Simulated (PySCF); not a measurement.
C3H7PSi.
Atom-mapped SMILES: `[CH:1]#[C:2][Si@H:3]([CH3:4])[PH2:5]` (hydrogens: H6 on C1; H7 on Si3; H8, H9, H10 on C4; H11, H12 on P5)

Structure used (PBE0-D3(BJ)/def2-SVP), in Å, numbered top down from 1:
```
atom  x, y, z in Å
C1     2.4272   -1.3359   -0.6826
C2     1.4357   -0.7962   -0.2269
Si3   -0.0581    0.0404    0.4412
C4    -1.6066   -0.7190   -0.2914
P5     0.0840    2.2119   -0.1969
H6     3.3036   -1.8143   -1.0837
H7    -0.0469   -0.1147    1.9278
H8    -1.6699   -1.7872   -0.0338
H9    -1.5962   -0.6255   -1.3878
H10   -2.5074   -0.2160    0.0930
H11   -0.9008    2.6379    0.7501
H12    1.1755    2.4913    0.6818
```

Method: PBE0-D3(BJ)/def2-SVP geometry optimisation, gas phase (PySCF 2.14.0).

Masses are those of the commonest isotopes; rigid-rotor values at the optimised geometry. The values belong to one conformer with, in the numbering `[CH:1]#[C:2][Si@H:3]([CH3:4])[PH2:5]`, C2–Si3–P5–H -164° and -70°.

Problem. Give the principal moments of inertia and the rotational constants in cm⁻¹.

Solution. Ia = 139.46, Ib = 239.55, Ic = 342.52 u·Å²; 505379 MHz·u·Å²/I gives 3624, 2110 and 1475 MHz, that is A = 0.12088, B = 0.07037, C = 0.04922 cm⁻¹.

Problem. What kind of rotor is it?

Solution. An asymmetric top; Ray's κ = -0.410.

Problem. Is it planar, by Δ = Ic − Ia − Ib?

Solution. Not planar: Δ = Ic − Ia − Ib = -36.49 u·Å². For a rigid frame Δ = −2 Σ m c², so Σ m c² = 18.25 u·Å² lies off the ab plane: 7.52 from hydrogen and 10.72 from heavier atoms. The atom farthest from that plane is 1.95 Å away.

Problem. Give the other two planar moments, Paa and Pbb, and the rms extents of the mass along the axes.

Solution. Paa = Σ m a² = (Ib + Ic − Ia)/2 = 221.31 and Pbb = Σ m b² = (Ia + Ic − Ib)/2 = 121.21 u·Å². With the mass M = 102.01 u, the rms extents √(P/M) along a, b and c are 1.47, 1.09, 0.42 Å.

Problem. Predict some low-J microwave lines.

Solution. The dipole components are |μa| = 0.44 D, |μb| = 0.66 D, |μc| = 0.33 D. The squared components, which scale the intensities, stand as 0.45 : 1.00 : 0.24 (a : b : c). Some of the stronger lines:

| type | branch | J(Ka,Kc) | MHz | lower level (cm⁻¹) |
| --- | --- | --- | --- | --- |
| b | Q | 2(2,1) ← 2(1,2) | 6445 | 0.388 |
| b | Q | 3(2,2) ← 3(1,3) | 7487 | 0.712 |
| c | Q | 4(3,2) ← 4(2,2) | 7669 | 1.501 |
| b | Q | 4(2,3) ← 4(1,4) | 8886 | 1.140 |
| c | R | 2(2,1) ← 1(1,1) | 12981 | 0.170 |
| a | R | 4(2,3) ← 3(2,2) | 14213 | 0.962 |
| a | R | 4(3,1) ← 3(3,0) | 14751 | 1.271 |
| b | R | 4(2,3) ← 3(1,2) | 17922 | 0.838 |
| c | R | 3(3,1) ← 2(2,1) | 20003 | 0.603 |
| b | R | 3(3,0) ← 2(2,1) | 20029 | 0.603 |
| c | R | 5(2,3) ← 4(1,3) | 24143 | 1.345 |
| c | R | 5(1,4) ← 4(0,4) | 24983 | 1.130 |
| c | R | 5(3,3) ← 4(2,3) | 27892 | 1.436 |
| c | R | 5(4,1) ← 4(3,1) | 30733 | 1.763 |
| b | R | 5(4,1) ← 4(3,2) | 30912 | 1.757 |

Problem. Estimate the classical rotational partition function at 10 K, 100 K and 298.15 K.

Solution. Point group C1, symmetry number σ = 1; q = (√π/σ)·√((kT/h)³/(ABC)), k/h = 20836.6 MHz/K: 1590 at 10 K, 50200 at 100 K, 258000 at 298.15 K.

Stationary, but not proved a minimum. Zero-point vibration and centrifugal distortion are left out. A rigid rotor knows nothing of internal rotation, which can split or shift real lines.
